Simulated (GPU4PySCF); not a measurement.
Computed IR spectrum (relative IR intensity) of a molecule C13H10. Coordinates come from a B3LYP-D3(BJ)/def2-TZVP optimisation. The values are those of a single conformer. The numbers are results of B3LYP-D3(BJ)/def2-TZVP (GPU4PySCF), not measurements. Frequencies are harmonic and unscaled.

Lines under 2 % of the strongest are left out, and lines within 2 cm⁻¹ are merged.

```
ν (cm⁻¹)  relative intensity
--------  ------------------
243                      5.4
422                      5.0
640                      6.0
708                      4.6
752                      100
970                      2.3
1032                     3.6
1056                     3.4
1122                     2.4
1197                     2.7
1224                     3.0
1257                     2.5
1334                     2.6
1348                     5.4
1451                     9.3
1484                     7.7
1491                      16
1516                     5.3
1653                     3.1
3029                      12
3052                     5.2
3164                     8.5
3170                     5.0
3181                      33
3194                      38
```

Identify the compound among the candidates.
A) C#CC1=CCC=C1c1ccccc1
B) C#CC1=CC=C(c2ccccc2)C1
C) C#CC1=CC(c2ccccc2)=CC1
D) c1ccc2c(c1)Cc1ccccc1-2

D, c1ccc2c(c1)Cc1ccccc1-2
